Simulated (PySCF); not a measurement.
AlH₆P₃, SMILES [PH2][Al]([PH2])[PH2].

Geometry: PBE0-D3(BJ)/def2-SVP. The values are those of a single conformer.

Level of theory: HF/def2-TZVP (PySCF).

Gas-phase values at a fixed geometry.

* **total energy**: -1267.69615 hartree
* **point group**: Cs
* **highest occupied level**: -9.38 eV
* **lowest empty level**: 1.32 eV
* **orbital gap**: 10.71 eV
* **dipole moment**: 0.68 D
* **quadrupole, principal values (traceless, Buckingham form, about the centre of nuclear charge)**: -6.88, -2.78, 9.66 D·Å
* **mean static polarisability**: 106.8 bohr³ (15.82 Å³)
* **polarisability, principal values**: 80.1, 119.8, 120.5 bohr³
